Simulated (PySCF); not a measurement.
## BeB⁺, CCSD: how much the basis matters

PySCF, RHF reference; singlet, unpaired electrons none; De to Be + B⁺ without counterpoise correction. Frozen cores follow the default of each basis and core potential.

```json
{"basis": "pcseg-1", "relativity": "no relativity", "functions": "23", "Re (Å)": "2.207", "ωe (cm⁻¹)": "456", "De (eV)": "1.18", "frozen orbitals": "1"}
{"basis": "def2-SVPD", "relativity": "no relativity", "functions": "32", "Re (Å)": "2.235", "ωe (cm⁻¹)": "447", "De (eV)": "1.43", "frozen orbitals": "1"}
{"basis": "def2-TZVP", "relativity": "no relativity", "functions": "50", "Re (Å)": "2.229", "ωe (cm⁻¹)": "466", "De (eV)": "1.52", "frozen orbitals": "1"}
```

Q: How does each smaller set differ from the one with most functions, def2-TZVP?

A: pcseg-1: -2.2 pm, -2.1 % in ωe, -0.34 eV in De; def2-SVPD: +0.6 pm, -4.1 % in ωe, -0.09 eV in De. All at CCSD; the set with most functions is neither the basis-set limit nor always the best.

Correlated steps freeze 1 core orbital. Correlated levels converge slowly with the basis: in double zeta they bind strong bonds too weakly, by up to about 1 eV, and carry superposition errors of some tenths. For an ion De counts to the pair picked by the measured ionisation energies or electron affinities, which need not be the lowest pair at this level. The CCSD T1 diagnostic is raised in BeB⁺, a sign that a single reference may not be enough there.
